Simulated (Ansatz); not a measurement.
The same path of ClH + GeH4O2 (9 atoms, charge 0, multiplicity 1) was run twice with different band settings. Lost on the way: Ge1–H2, Cl8–H9. Made: Ge1–Cl8, H2–H9.

All numbers below come from RKS PBE/def2-SVP in Ansatz 0.2.0.

Relaxed end points:

```xyz
9
Properties=species:S:1:pos:R:3
Ge 0.021 -0.443 0.123
H 0.286 -0.766 1.608
H 1.232 -0.284 -0.817
O -0.937 1.115 0.228
H -1.148 1.462 -0.661
O -0.995 -1.671 -0.696
H -1.749 -1.935 -0.136
Cl 1.203 2.737 1.621
H 0.133 2.185 1.044
```

```xyz
9
Properties=species:S:1:pos:R:3
Ge 0.279 0.495 -0.697
H -0.766 -0.503 3.140
H 1.142 0.166 -1.931
O -1.063 1.637 -1.005
H -1.755 1.201 -1.540
O -0.318 -1.066 -0.077
H -0.691 -0.962 0.821
Cl 1.446 1.520 0.820
H -0.226 -0.087 2.782
```

Common settings: movable images 9; climbing image yes; spring 5.0 eV/Å²; start path through a guess of the saddle point; force threshold 0.05 eV/Å; iteration limit 60; end points relaxed.

| run | optimiser |
| --- | --- |
| 1 | quadratic models (default) |
| 2 | fire |

Question: What does each run give, and how far can it be trusted?

Answer: Run 1: converged after 19 iterations, highest image 1.544 eV above the first end. A vibrational analysis at the climbing image gives one clearly imaginary mode, 825i cm⁻¹: a first-order saddle point.
Run 2: not converged after 60 iterations, highest image 1.557 eV above the first end. The band didn't meet its force threshold, so its energies are provisional: the largest band force was still 0.07 eV/Å, and over the last iterations the top stayed at 1.56 eV.
The orbitals stay closed-shell, which can raise the energy where a bond breaks towards radicals; this wasn't checked here.
